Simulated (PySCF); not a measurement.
**Electron correlation in P²⁺ (phosphorus, charge +2)**

[Ne] 3s1 3p1 4s1, high-spin 4P determinant (an excited configuration). All numbers are calculated (PySCF 2.14, no relativity, point nucleus, in dyall-av3z). Frozen: [Ne]; 3 electrons correlated; the 23 highest virtual orbitals of each spin left out.

MP2 pair energies summed by pair of shells (mhartree):

```tsv
pair	energy	share (%)
3p-4s	-4.14	41.2
3s-3p	-2.99	29.8
3s-4s	-2.92	29.1
```

Total MP2 correlation energy: -10.04 mhartree.

Same-spin part -10.04 and opposite-spin part 0.00 mhartree; SCS-MP2 scales them by 1/3 and 6/5 to -3.35 mhartree.
